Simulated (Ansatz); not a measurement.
Consider the redistribution: `[SH][Hf]([Cl])([Cl])[Cl]` + `C[O][Sn]([CH3])([NH2])[Cl]` → `[NH2][Hf]([Cl])([Cl])[Cl]` + `C[O][Sn]([CH3])([SH])[Cl]`.

Program: Ansatz. Geometries: PBE0-D4/def2-TZVP. ΔE: electronic, gas phase. CBS: MP2 limit from def2 TZ/QZ plus the TZ coupled-cluster correction, frozen cores. DFT in def2-TZVPP. def2 core potentials past Kr. For Hf, Sn outer-core shells are correlated without core-valence functions, which leaves a few kJ/mol of doubt a bond. Each species was taken in one conformer, which may not be the lowest.

| level | ΔE (kcal/mol) |
| --- | --- |
| ωB97X-V | -11.6 |
| r2SCAN | -11.0 |
| MP2/def2-QZVPP | -10.2 |
| SCS-MP2/def2-QZVPP | -10.6 |

Q: What does CCSD(T)/CBS give? (Estimate.)

A: The calculation gave: -10.7 kcal/mol. The listed levels differ from it by -0.9, -0.3, 0.5, 0.1 kcal/mol.

Largest T1 diagnostic among the species: 0.014.

In def2-TZVPP, CCSD(T) changes the Hartree–Fock value by +2.2 kcal/mol (the triples alone add +0.7 kcal/mol) and MP2 by +2.4 kcal/mol.
